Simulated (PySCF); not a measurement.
## Tl (thallium, neutral): B97-3 calculation

Configuration: [Xe] 4f14 5d10 6s2 6d1, 2D determinant (an excited configuration). Calculation: PySCF 2.14, in aug-cc-pVQZ-PP with one added diffuse shell each of s, p, d, f, g type with ECP60MDF (8s8p6d4f3g, 117 functions); scalar relativity through the core potential.

```json
{"Total energy": "-172.4091 hartree", "One-electron energy": "-298.5327 hartree", "Hartree (Coulomb) energy": "140.9818 hartree", "Exchange-correlation energy": "-14.8581 hartree", "⟨S²⟩": "0.7501", "⟨L²⟩": "6.012", "Sum of ⟨r⟩": "36.19 bohr", "Sum of ⟨r²⟩": "143.5 bohr²", "Traceless quadrupole moment −½Σ⟨3z² − r²⟩ along its main axis": "28.8 e·bohr²", "Time after the integrals": "roughly 8 core-seconds"}
```

```tsv
shell	electrons	mean orbital energy (eV)	spread (eV)	rms radius, mean of both spins (bohr)
5s α	1	-141.76	0	0.944
5s β	1	-141.75	0	0.944
5p α	3	-86.192	0.013	1.08
5p β	3	-86.187	0.017	1.08
5d α	5	-21.674	0.024	1.50
5d β	5	-21.670	0.030	1.50
6s β	1	-13.772	0	2.57
6s α	1	-13.755	0	2.57
6d α	1	-1.183	0	9.95
```

Energies and moments cover only the electrons outside the core potential. Spin-orbit coupling, absent here, splits the open shell strongly. The outer electron is Rydberg-like, and this basis confines it to a smaller radius and binds it less than a complete one would.
